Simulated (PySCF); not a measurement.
Work out the structure from these simulated measurements.

Formula: C6H9N3Si.

| Property | Result |
| --- | --- |
| Polarisability | 114.2 au [CAM-B3LYP/def2-SVPD] |
| Rotational structure | rotational constants A, B, C: 1.440, 1.070, 0.650 GHz [PBE0-D3(BJ)/def2-SVP] |
| NMR, other nuclei | isotropic shieldings of nuclei other than C and H, by class: -199 (1 N), -152 (1 N), -132 (1 N), 436 (1 Si) ppm [GIAO KT3/pcSseg-1] |
| Dipole | 6.04 D [CAM-B3LYP/def2-SVPD] |
| 1H NMR | chemical shifts (computed TMS as zero) by class: 7.76 (1 H), 4.67 (3 H), 1.41 (1 H), 1.37 (2 H), 0.89 (2 H) ppm [GIAO KT3/pcSseg-1] |
| Triplet | lowest triplet excitation (Tamm–Dancoff): 2.84 eV [TDA CAM-B3LYP/def2-SVPD] |
| 13C NMR | chemical shifts (computed TMS as zero) by class: 149.8 (1 C), 133.5 (1 C), 131.3 (1 C), 16.6 (2 C), 15.4 (1 C) ppm [GIAO KT3/pcSseg-1] |
| UV, first state | lowest singlet excitation: 3.82 eV (325 nm, f = 0.005) [TDDFT CAM-B3LYP/def2-SVPD] |
| Valence photoelectron | vertical ionisation energy: 9.20 eV [ΔSCF CAM-B3LYP/def2-SVPD] |

The electronic properties come from PySCF, for the isolated species, density fitting. Levels stand in brackets. NMR shifts are as computed; neighbouring signals can stand in another order in a measured spectrum. Geometry: PBE0-D3(BJ)/def2-SVP, one conformer, isolated molecule. NMR classes are plain means over equivalent atoms (diastereotopic ones count apart unless rotation or inversion swaps them), as if these changed places fast.

Question: What is the compound? Reason from the data.

Answer: Numbering: `[SiH3:1][c:2]1[n:3][n:4][n:5][cH:6][c:7]1[CH:8]1[CH2:9][CH2:10]1`. Its formula, C6H9N3Si, gives 5 degrees of unsaturation: 2 rings and 3 π bonds in the structure found (Kekulé form). 6 carbons fall into 5 classes; from least to most shielded: substituted aromatic carbon [C2] (149.8 ppm), substituted aromatic carbon [C7] (133.5 ppm), aromatic CH next to a ring nitrogen [C6] (131.3 ppm), three-membered-ring carbon [C9/C10] (16.6 ppm, 2 C), benzylic-type carbon [C8] (15.4 ppm). Hydrogen classes from least to most shielded: 1 H on an aromatic CH next to a ring nitrogen, C6 (7.76 ppm), 3 H on an SiH3 silicon, Si1 (4.67 ppm), 1 H on a benzylic-type carbon, C8 (1.41 ppm), 2 H on 2 three-membered-ring carbons, C9/C10 (1.37 ppm), 2 H on 2 three-membered-ring carbons, C9/C10 (0.89 ppm). The other shieldings belong to: -199 ppm, pyridine-type nitrogen [N4]; -152 ppm, pyridine-type nitrogen [N3]; -132 ppm, pyridine-type nitrogen [N5]; 436 ppm, SiH3 silicon [Si1]. S1 is mainly HOMO→LUMO (weight 0.84); the largest Löwdin shares of the orbital it empties are 0.46 on a pyridine-type nitrogen, 0.20 on a pyridine-type nitrogen, 0.19 on a pyridine-type nitrogen and 0.05 on a substituted aromatic carbon, of the orbital it fills 0.19 on a substituted aromatic carbon, 0.19 on each of 2 atoms of one kind (pyridine-type nitrogen) and 0.16 on a substituted aromatic carbon. By its constants the optimised geometry is an asymmetric top. Structure: `[SiH3]c1nnncc1C1CC1`. The assignments are read from this structure; whether some other isomer fits the data as well wasn't checked.

Shape of the structure used: `[SiH3:1][c:2]1[n:3][n:4][n:5][cH:6][c:7]1[CH:8]1[CH2:9][CH2:10]1`: C6–C7–C8–C9 38°.
